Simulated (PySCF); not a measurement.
H₈FNSi₃, SMILES F[SiH2][SiH2][SiH2]N (PBE0/def2-SVP optimised geometry):

```
13

Si    -1.945    -0.905     1.954
F     -2.871    -1.683     3.054
Si     0.207    -1.836     1.866
Si     1.124    -0.744     0.000
N      0.346     0.820     0.000
H     -1.885     0.528     2.366
H     -2.627    -1.025     0.633
H      0.153    -3.320     1.681
H      0.954    -1.538     3.129
H      2.627    -0.744     0.000
H      0.683    -1.439    -1.248
H      0.495     1.439     0.791
H      0.343     1.361    -0.860
```

Calculation: PBE0/def2-TZVP run with PySCF 2.14.0.

Q: What are the frontier orbital energies and the dipole moment?

A: HOMO-2 -8.85 eV, HOMO-1 -8.08 eV, HOMO -7.46 eV, LUMO -0.73 eV, LUMO+1 -0.19 eV; dipole moment 2.88 D.

On the same geometry PBE/def2-TZVP run with PySCF gives HOMO-2 -7.61 eV, HOMO-1 -6.83 eV, HOMO -6.19 eV, LUMO -1.56 eV, LUMO+1 -1.02 eV; dipole moment 2.79 D.

Meta-Löwdin charges at PBE0/def2-TZVP: Si1 0.71, F2 -0.51, Si3 0.05, Si4 0.51, N5 -0.73, H6 -0.10, H7 -0.09, H8 -0.05, H9 -0.06, H10 -0.11, H11 -0.09, H12 0.24, H13 0.24.
